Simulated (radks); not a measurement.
All-electron atom: Ta+ in [Xe] 4f14 5d3 6s1.

Calculated with a radial shooting solver on a logarithmic mesh with Libxc functionals: scalar-relativistic Kohn-Sham, Slater X-alpha with alpha = 0.695, spin-unpolarised, spherical densities, finite nucleus; Fermi nuclear charge, rms radius 5.3507 fm.

Energy parts (hartree):
total: -15598.0241
kinetic: 17133.7703
electron-nucleus: -38509.5445
Hartree: 6088.8099
exchange: -311.0598

Orbitals (lengths in bohr, moments of r in powers of bohr; r(max) is where P^2 peaks):
| orbital | occ. | eigenvalue (hartree) | <1/r> | r(max) |
|---|---|---|---|---|
| 1s | 2 | -2474.147 | 85.35 | 0.01169 |
| 2s | 2 | -425.4889 | 19.95 | 0.06689 |
| 2p | 6 | -373.1959 | 18.15 | 0.05476 |
| 3s | 2 | -97.66277 | 7.383 | 0.1888 |
| 3p | 6 | -82.09804 | 6.836 | 0.1866 |
| 3d | 10 | -63.87285 | 6.465 | 0.1518 |
| 4s | 2 | -20.07971 | 3.137 | 0.4288 |
| 4p | 6 | -14.96750 | 2.853 | 0.4494 |
| 4d | 10 | -8.41282 | 2.535 | 0.4611 |
| 4f | 14 | -1.16007 | 2.007 | 0.4399 |
| 5s | 2 | -2.92505 | 1.215 | 0.9869 |
| 5p | 6 | -1.68930 | 1.015 | 1.123 |
| 5d | 3 | -0.36195 | 0.6207 | 1.574 |
| 6s | 1 | -0.40712 | 0.4102 | 2.664 |

The highest occupied level is 5d at -9.849 eV. The electron density at the nucleus is 1.39e+06 e/bohr^3 (large components only). Summed over all electrons, <r^2> = 54.26 bohr^2, which gives a Langevin (diamagnetic) susceptibility term of -43 x 10^-6 cm^3/mol. The density falls to 0.001 e/bohr^3 at r = 4.40 bohr. For comparison, the ionisation energy in NIST's Atomic Spectra Database is 16.2 eV (semi-empirical). In exact Kohn-Sham theory the highest level is minus the ionisation energy, but local and semilocal functionals leave it too shallow, through self-interaction and a potential that decays too fast; potentials with the right tail come closer.

Beside tabulated values, note that spin-unpolarised runs miss the spin-polarisation part of the exchange energy of open shells.
